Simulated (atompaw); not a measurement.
## Ag (Z = 47): PAW (atompaw) pseudisation with PBE, non-relativistic reference atom.

The input file (atompaw 4.2.0.5):

```
Ag 47
GGA-PBE loggrid 1500 logderivrange -8 5 326
5 5 4 0 0 0
5 0 0.75
5 1 0.25
0 0 0
c
c
c
v
v
c
c
v
v
c
v
2
2.05 1.65 1.80 1.50
n
n
y
0.1
n
modrrkj vanderbiltortho sinc
3 0 ultrasoft
1.10
2.05
1.15
1.60
2.05
2.05
PWSCFOUT
UPFDX 0.0125d0 UPFXMIN -7.d0 UPFZMESH 47.d0
END
```

Command:

```bash
atompaw < Ag.input > Ag.log
```

The program printed (summary file):

```
Completed calculations for Ag (AE)

 Exchange-correlation type: GGA, Perdew-Burke-Ernzerhof

 Radial integration grid is logarithmic
 r0 =   1.8425370E-04 h =   8.6599239E-03   n =      1500 rmax =   8.0000000E+01

 Non-relativistic calculation

 AEatom converged in  33 iterations
   nz     =  47.00
   delta  =       2.222982378860E-15

 All Electron Orbital energies:
  n  l      occupancy      energy
  1  0      2.0000000E+00 -1.8028423E+03
  2  0      2.0000000E+00 -2.5999343E+02
  3  0      2.0000000E+00 -4.7466635E+01
  4  0      2.0000000E+00 -6.4875726E+00
  5  0      7.5000000E-01 -3.1921169E-01
  2  1      6.0000000E+00 -2.4193834E+02
  3  1      6.0000000E+00 -4.0191101E+01
  4  1      6.0000000E+00 -4.2056174E+00
  5  1      2.5000000E-01 -7.6459164E-02
  3  2      1.0000000E+01 -2.6745179E+01
  4  2      1.0000000E+01 -6.1956135E-01

 Total energy
   Total                    :   -10399.08980115272789

 ---
 Completed calculations for Ag (SC)

 Exchange-correlation type: GGA, Perdew-Burke-Ernzerhof

 Radial integration grid is logarithmic
 r0 =   1.8425370E-04 h =   8.6599239E-03   n =      1500 rmax =   8.0000000E+01

 Non-relativistic calculation

 SCatom converged in   3 iterations
   nz     =  47.00
   delta  =       2.628402889598E-17

 Valence Electron Orbital energies:
  n  l      occupancy      energy
   4  0      2.0000000E+00 -6.4875726E+00
   5  0      7.5000000E-01 -3.1921169E-01
   4  1      6.0000000E+00 -4.2056174E+00
   5  1      2.5000000E-01 -7.6459164E-02
   4  2      1.0000000E+01 -6.1956135E-01

 Total energy
   Total                    :   -10399.08980114255792
   Valence                  :     -548.28293159196892

 PAW parameters:
       lmax =            2
         rc =    2.0519516177981836
        irc =         1077
   rc_shape =    1.6524706749619704
    rc_vloc =    1.8019691426839481
    rc_core =    1.5023059686913971
   Vloc: Non norm-conserving form with l= 3;e=   0.0000E+00
   Projector type: modified RKKJ projectors + Vanderbilt ortho.
   Sinc^2 compensation charge shape zeroed at   1.6525E+00

 Number of basis functions     6
 No.   n  nodes  l      Energy         Cp coeff         Occ
  1    4    3    0   -0.6487573E+01 -0.5151460E+00  0.2000000E+01
  2    5    4    0   -0.3192117E+00 -0.7899570E+01  0.7500000E+00
  3    4    2    1   -0.4205617E+01 -0.1634151E+00  0.6000000E+01
  4    5    3    1   -0.7645916E-01 -0.7197724E+02  0.2500000E+00
  5    4    1    2   -0.6195613E+00  0.1641853E+02  0.1000000E+02
  6  999    2    2    0.1000000E+00  0.7951368E-02  0.0000000E+00

 Eigenvalues of overlap operator (in the basis of projectors):
    1        5.84533108E-03
    2        6.36202464E-01
    3        1.10076775E+00
    4        4.14364875E+01
    5        9.26959597E+01
    6        6.75151941E+02

 Orbital leakage outside PAW augmentation regions
   orb  is_core?  %out_of_sphere
   1 0    T           0.00
   2 0    T           0.00
   3 0    T           0.00
   4 0    F           0.48
   5 0    F          85.41
   2 1    T          -0.00
   3 1    T           0.00
   4 1    F           1.33
   5 1    F          96.86
   3 2    T           0.00
   4 2    F          14.31

 Summary of PAW energies
   Total valence energy     :   -548.28323403919808
   Smooth energy            :     59.42143137174725
   One center               :   -607.70466541094527
   Smooth kinetic           :     68.32014864192226
   Vloc energy              :    -12.21717859086513
   Smooth exch-corr         :    -21.08835270518817
   One-center xc            :   -270.44895312070008
```

The run took about 0.6 s on one core of a shared server CPU.
